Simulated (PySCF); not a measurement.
**Yb(III) with different ligands**

Computed with PySCF 2.14.0, PBE0, def2-SVP on the ligands, density fitting, scalar-relativistic core potentials, no spin-orbit coupling, vacuum. The metal has lcecp-1-SVP with ECP59. Each complex is relaxed within the symmetry of a template of the same shape. Distances are means of the shortest metal–ligand contacts, charges and spins Mulliken's; removal energies are rigid, with the ligand's formal charge and no counterpoise, so too large; for an anion taken off a cation in vacuum most of it is the attraction of opposite charges, and multiply charged cations can part far more cheaply with an electron moved from ligand to metal. lcecp potentials hold a fixed number of 4f electrons in the core, out of states, spins and gaps.

| complex | point group | M–first ligand (Å) | charge on M (e) | removal of one first-named ligand (eV) | strongest infrared band, degenerate modes summed (cm⁻¹) | unstable modes (below −25 cm⁻¹) |
| --- | --- | --- | --- | --- | --- | --- |
| [Yb(NH2)4]− | S4 | 2.206 | 0.59 | 5.38 | – | not given |
| [YbF4]− | Td | 2.025 | 1.03 | 6.87 | 519 | 0 |
| [Yb(OH)4]− | C1 | 2.084 | 0.76 | 5.91 | – | not given |
| [Yb(SH)4]− | S4 | 2.604 | 0.54 | 4.71 | 272 | 0 |
| [YbCl4]− | Td | 2.486 | 0.70 | 5.13 | 312 | 0 |

**Question.** A further member has point group Td, M–first ligand (Å) 2.045, charge on M (e) 0.20, removal of one first-named ligand (eV) 4.84, strongest infrared band, degenerate modes summed (cm⁻¹) 1276, unstable modes (below −25 cm⁻¹) 0. Which complex is it?

**Answer.** [YbH4]−. Other answers can fit too; this one was computed.

Moved off a saddle point of the template and relaxed again: [Yb(NH2)4]−, [Yb(OH)4]−. One start shape was tried for each, so a minimum needn't be the lowest isomer.
